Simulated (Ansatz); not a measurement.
Ansatz (an electronic-structure program) input (CCSD(T)/aug-cc-pVDZ):

Ansatz 0.2 input:
```yaml
crystal:
  periodic: [false, false, false]
  atoms:
    - {symbol: C, position_ang: [-1.86884430, 0.03601562, 0.33033125]}
    - {symbol: C, position_ang: [-0.69569874, 0.36985567, -0.58504411]}
    - {symbol: C, position_ang: [0.70566719, -0.06624975, -0.03822187]}
    - {symbol: O, position_ang: [0.78982730, -0.22184777, 1.20217390]}
    - {symbol: O, position_ang: [1.59819167, -0.18371631, -0.90784672]}
    - {symbol: H, position_ang: [-1.67177969, 0.41628899, 1.33309649]}
    - {symbol: H, position_ang: [-1.99435528, -1.04646443, 0.42292076]}
    - {symbol: H, position_ang: [-2.81461701, 0.45552195, -0.03589012]}
    - {symbol: H, position_ang: [-0.82552816, -0.07338051, -1.57635167]}
    - {symbol: H, position_ang: [-0.64461641, 1.45481739, -0.74078449]}
basis:
  gaussian:
    orbitals: aug-cc-pVDZ
total_charge: -1
magnetization: {spin_polarized: false}
correlation: {method: ccsd_t, electrons: outside_noble_gas}
output: {forces: true}
```

Output:

```
Functional definition: HF
integrals: 0.52 GiB planned
1573 factors; integrals over basis functions are off by at most 7.7e-4 eV
mean field: 0.78 GiB planned
mean field evaluation 1: about -7243.1680 eV, gradient 3.9e1 eV
mean field evaluation 2: about -7243.1966 eV, gradient 3.9e1 eV
mean field evaluation 4: about -7246.7190 eV, gradient 4.3e0 eV
mean field evaluation 8: about -7246.7817 eV, gradient 2.8e-1 eV
mean field evaluation 16: about -7243.1664 eV, gradient 3.9e1 eV
mean field -7246.78222369 eV, -266.3143346751 hartree, gradient 1.1e-6 eV, S^2 0.000000; 0 other end points of the search recorded, 0 dependent functions left out
5 core orbitals not correlated
reference -7246.78222369 eV, -266.3143346751 hartree; 15, 15 occupied and 140, 140 virtual orbitals, 1573 factors
densities: 3.12 GiB planned
second order -22.79728813 eV of doubles, -0.00000000 eV of singles
coupled cluster: 1.66 GiB planned
cycle   1  -22.77908678 eV  change    1.8e-2 eV  update   1.4e-1
cycle   2  -23.41817507 eV  change   -6.4e-1 eV  update   4.3e-2
cycle   3  -23.59701641 eV  change   -1.8e-1 eV  update   2.4e-2
cycle   4  -23.59399293 eV  change    3.0e-3 eV  update   6.9e-3
cycle   5  -23.58726692 eV  change    6.7e-3 eV  update   4.2e-3
cycle   6  -23.58774614 eV  change   -4.8e-4 eV  update   1.6e-3
cycle   7  -23.58807324 eV  change   -3.3e-4 eV  update   7.9e-4
cycle   8  -23.58785364 eV  change    2.2e-4 eV  update   3.8e-4
cycle   9  -23.58774415 eV  change    1.1e-4 eV  update   1.6e-4
cycle  10  -23.58786388 eV  change   -1.2e-4 eV  update   8.1e-5
cycle  11  -23.58783433 eV  change    3.0e-5 eV  update   3.7e-5
cycle  12  -23.58780631 eV  change    2.8e-5 eV  update   1.6e-5
cycle  13  -23.58780911 eV  change   -2.8e-6 eV  update   8.1e-6
cycle  14  -23.58780467 eV  change    4.4e-6 eV  update   3.4e-6
perturbative correction -0.89869648 eV, -0.0330264864 hartree
the calculation of the forces begins
Total energy: -7271.26872483 eV, -267.2141969947 hartree
Atom 0 at    -1.868844     0.036016     0.330331 Å, force     0.054988    -0.001152    -0.018131 eV/Å
Atom 1 at    -0.695699     0.369856    -0.585044 Å, force     0.173677    -0.063244     0.123021 eV/Å
Atom 2 at     0.705667    -0.066250    -0.038222 Å, force    -0.903060     0.223502    -0.277383 eV/Å
Atom 3 at     0.789827    -0.221848     1.202174 Å, force     0.073677    -0.168733     1.309621 eV/Å
Atom 4 at     1.598192    -0.183716    -0.907847 Å, force     0.977111    -0.121626    -0.961950 eV/Å
Atom 5 at    -1.671780     0.416289     1.333096 Å, force     0.069125     0.190984     0.451605 eV/Å
Atom 6 at    -1.994355    -1.046464     0.422921 Å, force    -0.044625    -0.478618     0.026747 eV/Å
Atom 7 at    -2.814617     0.455522    -0.035890 Å, force    -0.376767     0.181117    -0.168285 eV/Å
Atom 8 at    -0.825528    -0.073381    -1.576352 Å, force    -0.058182    -0.217916    -0.432181 eV/Å
Atom 9 at    -0.644616     1.454817    -0.740784 Å, force     0.034056     0.455687    -0.053063 eV/Å
Dipole moment:    -1.095320     0.211695    -0.153651 e Å
```

It need not be the lowest isomer of its formula. Whether it binds its extra electron was not tested at this geometry.
